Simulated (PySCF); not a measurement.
# Radial density of Mn²⁺ (manganese, charge +2)

UHF, [Ar] 3d4 4p1, one real determinant (an excited configuration). All numbers are calculated (PySCF 2.14, scalar relativity by spin-free X2C-1e, in aug-cc-pwCVTZ-DK (10s9p7d4f3g, 127 functions)).

```json
{"r (bohr)": "0.00108", "4πr²ρ (e/bohr)": "0.2153", "4πr²(ρα − ρβ)": "0.0000"}
{"r (bohr)": "0.00182", "4πr²ρ (e/bohr)": "0.5448", "4πr²(ρα − ρβ)": "0.0000"}
{"r (bohr)": "0.00306", "4πr²ρ (e/bohr)": "1.350", "4πr²(ρα − ρβ)": "-0.0001"}
{"r (bohr)": "0.00515", "4πr²ρ (e/bohr)": "3.227", "4πr²(ρα − ρβ)": "-0.0001"}
{"r (bohr)": "0.00867", "4πr²ρ (e/bohr)": "7.255", "4πr²(ρα − ρβ)": "-0.0004"}
{"r (bohr)": "0.0146", "4πr²ρ (e/bohr)": "14.63", "4πr²(ρα − ρβ)": "-0.0008"}
{"r (bohr)": "0.0245", "4πr²ρ (e/bohr)": "24.46", "4πr²(ρα − ρβ)": "-0.0012"}
{"r (bohr)": "0.0413", "4πr²ρ (e/bohr)": "30.11", "4πr²(ρα − ρβ)": "-0.0003"}
{"r (bohr)": "0.0694", "4πr²ρ (e/bohr)": "25.44", "4πr²(ρα − ρβ)": "0.0069"}
{"r (bohr)": "0.117", "4πr²ρ (e/bohr)": "24.90", "4πr²(ρα − ρβ)": "0.0422"}
{"r (bohr)": "0.196", "4πr²ρ (e/bohr)": "33.29", "4πr²(ρα − ρβ)": "0.2598"}
{"r (bohr)": "0.330", "4πr²ρ (e/bohr)": "18.59", "4πr²(ρα − ρβ)": "1.2790"}
{"r (bohr)": "0.555", "4πr²ρ (e/bohr)": "12.58", "4πr²(ρα − ρβ)": "3.3573"}
{"r (bohr)": "0.934", "4πr²ρ (e/bohr)": "12.38", "4πr²(ρα − ρβ)": "3.4720"}
{"r (bohr)": "1.57", "4πr²ρ (e/bohr)": "2.669", "4πr²(ρα − ρβ)": "1.3270"}
{"r (bohr)": "2.64", "4πr²ρ (e/bohr)": "0.5445", "4πr²(ρα − ρβ)": "0.5270"}
{"r (bohr)": "4.45", "4πr²ρ (e/bohr)": "0.1195", "4πr²(ρα − ρβ)": "0.1194"}
{"r (bohr)": "7.48", "4πr²ρ (e/bohr)": "0.001028", "4πr²(ρα − ρβ)": "0.0010"}
```

Densities and radii are taken from the X2C orbitals without a picture-change correction, which distorts them close to the nucleus.

⟨L²⟩ = 8.01 against 12 for a pure F term, so this real determinant mixes terms.
